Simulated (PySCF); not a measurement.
Cartesian coordinates in Å; atom numbers follow the order of the lines, from 1:
```xyz
19

C     3.423    0.849   -0.638
N     2.239    0.400   -0.095
C     1.261    0.028    0.388
C     0.033   -0.416    0.894
C    -1.120   -0.273   -0.151
C    -2.364   -0.944    0.418
C    -1.376    1.198   -0.451
H     3.477    1.936   -0.543
H     3.465    0.572   -1.694
H     4.263    0.395   -0.109
H     0.132   -1.466    1.191
H    -0.221    0.168    1.785
H    -0.822   -0.788   -1.068
H    -3.180   -0.856   -0.295
H    -2.674   -0.468    1.345
H    -2.196   -2.001    0.605
H    -1.669    1.733    0.450
H    -0.497    1.681   -0.872
H    -2.185    1.291   -1.170
```

Total charge +1.

Geometry: GFN2-xTB; GIAO absolute shieldings from PySCF 2.14, gas phase, non-relativistic, averaged over equivalent atoms.

At PBE0/def2-SVP (158 basis functions, 25 s wall time on 1 thread of an Arm Neoverse V2, shared host):
| atoms | σ (ppm) |
| --- | --- |
| C3 | 83.0 |
| C5 | 161.3 |
| C6/C7 | 172.5 |
| C1 | 175.0 |
| C4 | 176.4 |
| N2 | 120.4 |
| H8/H9/H10 | 27.93 |
| H11/H12 | 28.93 |
| H13 | 29.39 |
| H14/H15/H16/H17/H18/H19 | 30.47 |

Estimate the result of repeating the calculation with PBE0/pcSseg-1.

Results:


| atoms | σ at PBE0/pcSseg-1 | change |
| --- | --- | --- |
| C3 | 64.3 | -18.7 |
| C5 | 149.3 | -12.0 |
| C6/C7 | 161.6 | -10.9 |
| C1 | 162.1 | -12.9 |
| C4 | 164.3 | -12.1 |
| N2 | 99.6 | -20.8 |
| H8/H9/H10 | 27.60 | -0.33 |
| H11/H12 | 28.75 | -0.18 |
| H13 | 29.25 | -0.14 |
| H14/H15/H16/H17/H18/H19 | 30.24 | -0.23 |

The largest change is at N2 (nitrogen bonded to 2 C). Cost: 179 basis functions, 28 s wall time on 1 thread of an Arm Neoverse V2, shared host. The order of the carbon signals is the same at both levels.
